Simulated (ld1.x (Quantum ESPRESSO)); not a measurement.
# Building the ultrasoft potential for selenium (PBE, scalar-relativistic).

ld1.x (Quantum ESPRESSO) 7.5 input, shortened:

```
&input
   title='Se', zed=34., rel=1, dft='PBE', iswitch=3,
   config='[Ar] 3d10 4s2 4p4'
 /
 &inputp
   pseudotype=3, tm=.true., lloc=-1, rcloc=1.10,
   nlcc=.true., new_core_ps=.true., rcore=1.25,
   which_augfun='PSQ', rmatch_augfun=1.30
 /
4
4S  1  0   2.00   0.00  1.20  1.40  0.0
4S  1  0   0.00  -0.80  1.20  1.40  0.0
4P  2  1   4.00   0.00  1.35  1.70  0.0
4P  2  1   0.00   1.55  1.35  1.70  0.0
 &test
   configts(1)='4s2 4p4'
 /
```

All-electron outer shells of the reference configuration (PBE, scalar-relativistic, ld1.x):

```tsv
shell	level (eV)	outermost node (bohr)	outermost maximum (bohr)
3p	-152.98	0.21	0.50
3d	-53.12	–	0.45
4s	-17.29	0.70	1.51
4p	-6.51	0.74	1.82
```

(1) Estimate the cutoffs (Ry, on a coarse ladder) from which the occupation-weighted sum of valence levels, in a spherical-Bessel basis at the reference potential, stays within 10 and 1 mRy of its value at 400 Ry.

(2) Does the potential have ghost states?

(3) Is the overlap operator S = 1 + Σ q|β⟩⟨β| positive definite (Bessel basis up to 400 Ry)?

(4) Which valence shell sets the plane-wave cutoff?

(5) Tests: 4s2 4p3; 4s2 4p2; 4s2 4p1; 4s2 4p0; 4s0 4p6; 4s1 4p5; 4s2 4p4.3. Which has the largest error in its energy relative to the reference configuration, and how large is it?

Answers

(1) 18 Ry and 40 Ry.

(2) Ghost state, extra bound levels that the all-electron valence spectrum of the same l lacks: s at -60.3 eV. A true bound ghost makes a file unfit for plane-wave use.

(3) Yes: its lowest eigenvalue is 0.46 (s channel).

(4) 4s: its level needs 35 Ry to come within 1 mRy, against 12 Ry for 4p.

(5) 4s2 4p0, with -263 meV (all-electron minus pseudo) on +104.25 eV.
